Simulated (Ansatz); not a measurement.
Ge23H30, a nanocrystal cut from hexagonal germanium. Charge 0, multiplicity 3. Geometry PBE-D4/def2-SVP, that of the neutral singlet; atoms count from 1.

Cartesian coordinates in Å:
```
Ge 4.0807 0.4377 3.5706
Ge 1.7001 -0.1273 3.7862
Ge 3.2393 2.7375 0.4023
Ge 4.6165 0.8846 1.2240
Ge 0.8539 2.1562 0.6273
Ge 0.6019 -0.0821 1.5975
Ge -3.1864 1.2010 1.0292
Ge -1.7857 -0.6548 1.8073
Ge -5.5659 0.6315 1.2537
Ge -5.8201 -1.6212 2.1639
Ge 4.1151 -1.1002 -0.1229
Ge 1.7271 -1.6697 0.1048
Ge -2.3080 -2.6627 0.5006
Ge -4.6888 -3.2307 0.7159
Ge 3.7654 3.1854 -1.9468
Ge -0.2585 2.2097 -1.5567
Ge -2.6441 1.6425 -1.3180
Ge 3.2597 1.1901 -3.2721
Ge 4.6431 -0.6654 -2.4741
Ge 0.8755 0.6133 -3.0308
Ge 0.6182 -1.6317 -2.0813
Ge -3.1785 -0.3704 -2.6035
Ge -1.7631 -2.2174 -1.8452
H 4.4080 1.6915 4.4341
H 4.9534 -0.7413 4.0932
H 0.9944 0.8866 4.7344
H 1.5419 -1.5448 4.4113
H 3.5259 4.0108 1.2593
H 6.1265 1.2506 1.0687
H 0.1670 3.1880 1.5770
H -2.8633 2.4641 1.8860
H -2.1132 -0.9346 3.3092
H -6.2823 1.6721 2.1631
H -6.2394 0.6863 -0.1488
H -5.1700 -1.6703 3.5765
H -7.3260 -1.9844 2.3179
H 4.9666 -2.3019 0.3957
H 1.6015 -3.1005 0.7173
H -1.4338 -3.8429 1.0266
H -4.8476 -4.6751 1.2743
H -5.3518 -3.1931 -0.6921
H 5.2718 3.5543 -2.0918
H 2.9231 4.3915 -2.4582
H -0.1249 3.6438 -2.1603
H -3.5118 2.8335 -1.8339
H 3.5680 1.4665 -4.7773
H 6.1520 -0.3073 -2.6210
H 4.3658 -1.9402 -3.3246
H 0.1906 0.6482 -4.4334
H 1.3148 -2.6651 -3.0225
H -4.6773 -0.7405 -2.3934
H -2.9587 -0.1124 -4.1225
H -2.0686 -3.4896 -2.6973
```

Single mean-field runs in def2-SVP are fitted with def2-universal-jkfit. At PBE0-D4/def2-SVP a singlet of charge 0 lies 4.30 eV below the triplet at the same geometry.

(1) Estimate the Mulliken populations of the heavy atoms from the PBE0/def2-SVP orbitals of Ansatz.

(2) Where does the spin sit?

(3) And the Mayer bond orders between heavy atoms (over 0.3)?

Answers

(1) 
```tsv
atom	charge (e)	spin (α − β)
Ge1	0.09	0.14
Ge2	0.07	0.31
Ge3	0.00	0.07
Ge4	0.01	-0.03
Ge5	-0.04	0.07
Ge6	-0.09	0.29
Ge7	-0.05	0.10
Ge8	0.00	0.43
Ge9	0.10	0.08
Ge10	0.07	-0.01
Ge11	-0.01	0.07
Ge12	-0.04	0.07
Ge13	-0.05	0.09
Ge14	0.10	0.08
Ge15	0.10	0.00
Ge16	0.01	0.04
Ge17	0.02	0.00
Ge18	0.00	0.01
Ge19	0.10	0.00
Ge20	-0.02	-0.01
Ge21	0.01	0.04
Ge22	0.07	0.00
Ge23	0.02	0.00
```
Mulliken values depend strongly on the basis.

(2) Summed by element: Ge 1.86, H 0.14, of 2 unpaired in all. Largest on single atoms: Ge8 0.43, Ge2 0.31, Ge6 0.29.

(3) Ge1–Ge2 0.86 (2.46 Å); Ge1–Ge4 0.90 (2.45 Å); Ge2–Ge6 0.65 (2.45 Å); Ge3–Ge4 0.89 (2.45 Å); Ge3–Ge5 0.87 (2.47 Å); Ge3–Ge15 0.92 (2.45 Å); Ge4–Ge11 0.89 (2.45 Å); Ge5–Ge6 0.91 (2.45 Å); Ge5–Ge16 0.92 (2.45 Å); Ge6–Ge8 0.41 (2.46 Å); Ge6–Ge12 0.91 (2.45 Å); Ge7–Ge8 0.87 (2.45 Å); Ge7–Ge9 0.84 (2.46 Å); Ge7–Ge17 0.93 (2.45 Å); Ge8–Ge13 0.87 (2.45 Å); Ge9–Ge10 0.93 (2.44 Å); Ge10–Ge14 0.93 (2.44 Å); Ge11–Ge12 0.87 (2.47 Å); Ge11–Ge19 0.92 (2.45 Å); Ge12–Ge21 0.92 (2.45 Å); Ge13–Ge14 0.84 (2.46 Å); Ge13–Ge23 0.93 (2.45 Å); Ge15–Ge18 0.93 (2.45 Å); Ge16–Ge17 0.89 (2.46 Å); Ge16–Ge20 0.93 (2.45 Å); Ge17–Ge22 0.93 (2.45 Å); Ge18–Ge19 0.93 (2.45 Å); Ge18–Ge20 0.89 (2.46 Å); Ge20–Ge21 0.93 (2.45 Å); Ge21–Ge23 0.89 (2.46 Å); Ge22–Ge23 0.93 (2.45 Å).
